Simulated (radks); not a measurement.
The numbers below are computed, except where a source is named.
Valence configurations of Pr III (all share [Xe]). Code: a radial shooting solver on a logarithmic mesh with Libxc functionals. Model: scalar-relativistic Kohn-Sham, PBE, spin-polarised, spherical densities, finite nucleus; open shells are filled with parallel spins first (spin-orbit coupling, left out, can overturn this in heavy ions); Fermi nuclear charge, rms radius 4.8919 fm. Energies are relative to 4f3; eigenvalues in eV for spin up.

valence,E (eV),moment (Bohr magnetons),e(4f),e(5d),e(6p),e(6s)
4f3,0.000,3,-14.535,-,-,-
4f2.5 5d0.5,0.836,3,-17.067,-14.560,-,-
4f2.5 6s0.5,1.240,3,-18.258,-,-,-14.439
4f2 5d1,2.587,3,-19.845,-15.397,-,-
4f2 6s1,3.915,3,-22.379,-,-,-15.534
4f1.5 5d1.5,5.364,3,-22.833,-16.239,-,-
4f2 6p1,7.923,3,-23.414,-,-12.097,-
4f1 5d2,9.261,3,-25.999,-17.076,-,-
4f1 5d1 6p1,15.850,3,-29.783,-19.580,-12.553,-
4f1 6p2,23.255,3,-33.563,-,-14.080,-

NIST lists [Xe] 4f3 as the ground configuration; this level of theory agrees among the configurations tried. The energies are those of spherical high-spin densities, not of single terms.
